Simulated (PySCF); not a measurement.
C₆ coefficients of unlike pairs at wB97X

Calculated with PySCF 2.14 from the dipole response of each species, C₆(A,B) = (3/π) ∫ α_A(iu) α_B(iu) du, in atomic units, from isotropic polarisabilities. For ions this is the dispersion term alone; charge-induced terms of lower order in 1/R come first.

```tsv
species	configuration	basis	relativity	α (bohr³)	C₆ (like pair)
N	[He] 2s2 2p3 (4S)	aug-cc-pwCVTZ (7s6p4d2f)	none	7.639	26.04
Xe	[Xe] (1S)	aug-cc-pVQZ-DK3 (9s8p6d3f2g)	spin-free X2C	27.98	295.9
Ti²⁺	[Ar] 3d2 (3F)	x2c-TZVPPall with one added diffuse shell each of s, p, d, f type (7s6p5d3f1g)	spin-free X2C	4.846	14.46
Al²⁺	[Ne] 3s1 (2S)	def2-TZVPPD (6s5p4d1f)	none	15.01	42.09
```

(1) Estimate C₆ for Al²⁺ with Xe.

No spin-orbit coupling is included.

The other pairs:

```tsv
pair	C₆
Al²⁺, N	30.33
Al²⁺, Ti²⁺	20.69
Ti²⁺, Xe	62.57
Xe, N	87.46
Ti²⁺, N	18.93
```

Answers

(1) The integral gives 105.3. The combination rule 2 C_A C_B / (C_A α_B/α_A + C_B α_A/α_B) gives 105.0 and the geometric mean 111.6.
